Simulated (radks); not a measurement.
Question: The mean radii <r> (bohr) of the occupied orbitals of an atom or ion are listed with their occupations. All-electron calculation, Dirac Kohn-Sham, PBE, spin-unpolarised, spherical densities, point nucleus. Program: a radial shooting solver on a logarithmic mesh with Libxc functionals.

orbital  occ.      <r>
1s1/2       2  0.03916
2s1/2       2   0.1721
2p1/2       2   0.1474
2p3/2       4   0.1516
3s1/2       2   0.4904
3p1/2       2   0.4892
3p3/2       4   0.4994
3d3/2       4   0.4902
3d5/2       6   0.4936
4s1/2       2    1.223
4p1/2       1    1.311

Name the element and its charge. Open shells, if any, fill j = l - 1/2 first.

Answer: Z = 38, strontium, charge +7: Sr7+ in [Ar] 3d10 4s2 4p1. The 1s radius gives Z: for a bare nucleus <r> = (2 gamma + 1)/(2Z) with gamma = sqrt(1 - (Z/c)^2), 0.03844 bohr for Z = 38, and screening makes it slightly larger (0.03916 here). The occupations add up to 31, and the charge is Z minus that.
